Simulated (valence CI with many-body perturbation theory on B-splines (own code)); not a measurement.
## From CI to CI+MBPT in La⁸⁺

Computed by valence CI with perturbative core correlation (CI+MBPT): three valence electrons over a frozen Dirac-Fock core [Kr] 4d10, radial functions for each j: 8 s, 8 p, 9 d, 9 f, 6 g, 3 h, 2 i, with the one-electron correlation potential Σ1 (screened to all orders), the two-electron term Σ2, the three-electron term Σ3, Breit, model QED; selected single and double excitations, second order for the rest, scaled by the run's own slope (own B-spline code, finite nucleus).

No measured levels were compared; by estimate levels hold to about 250 cm⁻¹ or 0.2 % of their energy and the worst to 1 %, as in measured heavy ions of charge 2 to 7; those with d or f electrons hold less well. Core correlation moves these levels by up to 33000 cm⁻¹, and in measured spectra 5 to 20 % of such shifts remained as error; rates that hang on mixing are uncertain with them.

Each rung adds one term. CI alone is the Dirac-Coulomb CI over the frozen core; QED comes last and gives the full result, which names the levels. Energies are above 5s2 5p 2P°_1/2 on the same rung, in eV. A blank means that the level has no clear partner on that rung.

Names give the largest LS component (configuration and term), which can be under half, so a name can repeat, a term be missing and a line seem to break the LS rules; names also repeat where a configuration has a term twice. Letters in brackets count levels of one name in rising energy.

```csv
Level,CI alone,+ Σ1,+ Σ2,+ Σ3,+ Breit,Full
5s2 5p 2P°_3/2,3.403,3.519,3.544,3.544,3.500,3.505
4f 5s2 2F°_5/2,14.718,13.928,12.584,12.575,12.413,12.399
4f 5s2 2F°_7/2,14.923,14.173,12.842,12.833,12.648,12.636
5s 5p2 4P_1/2,15.091,15.323,15.841,15.841,15.866,15.799
5s 5p2 4P_3/2,16.903,17.210,17.808,17.810,17.802,17.740
5s 5p2 4P_5/2,18.243,18.579,19.094,19.099,19.081,19.020
5s 5p2 2D_3/2,21.213,21.569,21.694,21.703,21.684,21.625
5s 5p2 2D_5/2,22.301,22.712,23.001,23.013,22.964,22.908
5s 5p2 2P_1/2,24.266,24.615,23.843,23.833,23.833,23.770
4f 5s 5p 4G_5/2,28.536,27.951,27.191,27.164,27.036,26.958
4f 5s 5p 4F_7/2 [a],28.829,28.270,27.513,27.497,27.351,27.274
5s 5p2 2S_1/2,27.569,28.026,27.472,27.465,27.416,27.360
5s 5p2 2P_3/2,,,27.667,27.660,27.600,27.535
4f 5s 5p 4F_3/2,,,27.766,27.790,27.670,27.603
4f 5s 5p 4F_5/2,29.315,28.774,27.983,27.997,27.850,27.774
4f 5s 5p 2F_7/2 [a],29.414,28.852,28.046,28.038,27.896,27.819
4f 5s 5p 4F_9/2,29.455,28.924,28.163,28.158,27.998,27.922
4f 5s 5p 2F_5/2 [a],30.235,29.715,28.979,28.962,28.814,28.738
4f 5s 5p 2G_7/2 [a],30.621,30.094,29.332,29.280,29.122,29.045
4f 5s 5p 4G_9/2,31.738,31.281,30.566,30.547,30.362,30.290
4f 5s 5p 4F_7/2 [b],31.951,31.463,30.696,30.662,30.490,30.417
4f 5s 5p 4G_11/2,32.189,31.754,31.027,30.965,30.770,30.699
4f 5s 5p 4D_5/2,,31.727,30.972,30.936,30.773,30.704
4f 5s 5p 4D_3/2 [a],,31.869,31.173,31.167,31.027,30.974
4f 5s 5p 2G_7/2 [b],32.658,32.198,31.484,31.439,31.252,31.179
4f 5s 5p 4D_1/2,32.978,32.499,31.666,31.586,31.417,31.344
4f 5s 5p 4D_3/2 [b],,32.425,31.638,31.593,31.445,31.397
4f 5s 5p 2D_5/2 [a],,32.475,31.760,31.725,31.562,31.509
4f 5s 5p 2G_9/2 [a],33.703,33.231,32.592,32.491,32.308,32.235
5s2 5d 2D_5/2,34.039,33.916,33.042,33.016,32.883,32.844
4f 5s 5p 2D_3/2 [a],35.037,34.769,34.010,33.896,33.732,33.674
```

**Question.** How does the ionisation energy move along the ladder, and which term matters most?

**Answer.** CI alone 119.55, + Σ1 121.22, + Σ2 120.69, + Σ3 120.67, + Breit 120.57, + QED 120.58 eV. The largest step is Σ1, 1.67 eV. NIST lists 119 ± 2.2 eV (theoretical).
